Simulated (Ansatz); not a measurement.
Two structures of BSiNH₈O, closed shell, reached by relaxing down either side of one saddle point (PBE0-D4/def2-TZVP). Energies are electronic, without zero-point energy. Program: Ansatz 0.2.0. Basis: def2-TZVPP and def2-QZVPP. Cores are frozen in the correlated methods. Extrapolation: Hartree–Fock as exp(−7.88 √X), correlation as X^−2.97. First:

B1  (1.623, -1.336, -0.090)
N2  (1.850, -0.036, -0.536)
H3  (2.082, -1.672, 0.961)
H4  (0.951, -2.064, -0.760)
H5  (0.109, 0.795, 0.350)
O6  (-0.663, 1.308, 0.619)
Si7  (-2.142, 0.664, 0.308)
H8  (2.460, 0.608, -0.058)
H9  (1.559, 0.290, -1.444)
H10  (-3.139, 1.652, 0.786)
H11  (-2.342, 0.423, -1.149)
H12  (-2.347, -0.632, 1.013)
(Å)

Second:

| atom | x (Å) | y (Å) | z (Å) |
| --- | --- | --- | --- |
| B1 | 0.6048 | -0.5550 | 0.0066 |
| N2 | 1.8663 | 0.4244 | -0.3708 |
| H3 | 0.9594 | -1.1355 | 1.0188 |
| H4 | 0.4883 | -1.2987 | -0.9537 |
| H5 | 2.0132 | 1.0908 | 0.3820 |
| O6 | -0.4754 | 0.3861 | 0.1887 |
| Si7 | -2.0677 | 0.1134 | 0.3303 |
| H8 | 2.7201 | -0.1045 | -0.5144 |
| H9 | 1.6548 | 0.9477 | -1.2155 |
| H10 | -2.7518 | 1.4312 | 0.4244 |
| H11 | -2.6135 | -0.6225 | -0.8472 |
| H12 | -2.3984 | -0.6776 | 1.5507 |

Q: Which bonds change from the first to the second?

A: SiH₄O ([OH][SiH3]) + BNH₄ ([BH2][NH2]) → BSiH₅O ([BH2][O][SiH3]) + NH₃ (still joined by a long B–N bond); bonds formed: B1–O6, N2–H5; bonds broken: H5–O6; bonds weakened to dative contacts: B1–N2.

Q: Give the saddle point's structure and its height above each. (An estimate is asked for; the value comes from the calculation.)

A: By the calculation: 0.690 eV above the first and 1.248 eV above the second (CCSD(T) at an estimated basis limit (MP2 extrapolated from triple and quadruple zeta, plus CCSD(T) − MP2 in triple zeta)).
| atom | x (Å) | y (Å) | z (Å) |
| --- | --- | --- | --- |
| B1 | 0.8461 | -0.7658 | 0.1495 |
| N2 | 1.6892 | 0.3229 | -0.5516 |
| H3 | 1.3451 | -1.2488 | 1.1287 |
| H4 | 0.2742 | -1.5131 | -0.6067 |
| H5 | 0.5532 | 0.9163 | 0.0287 |
| O6 | -0.2295 | 0.3837 | 0.6445 |
| Si7 | -1.8543 | 0.2896 | 0.2991 |
| H8 | 2.5949 | 0.5284 | -0.1559 |
| H9 | 1.7560 | 0.2796 | -1.5576 |
| H10 | -2.4933 | 1.5401 | 0.7771 |
| H11 | -2.0677 | 0.1503 | -1.1648 |
| H12 | -2.4139 | -0.8832 | 1.0088 |

No T1 diagnostic of these runs exceeds 0.013.

The step is the kind of ligand exchange by which a precursor binds to a hydroxyl group, or is hydrolysed, in atomic layer deposition of oxides.

Labels in which every atom is bracketed show which atoms are joined, not bond orders.

For scale, one of the runs: CCSD(T)/def2-TZVPP, 247 basis functions, launched by `ansatz run in.yaml --threads 4 --pin off --events-out ev --progress --plain --max-ram 9574MiB`. The run took 2.1 min on 4 CPU threads of an Intel Xeon (shared host), with 5.1 GiB of host memory at its peak.
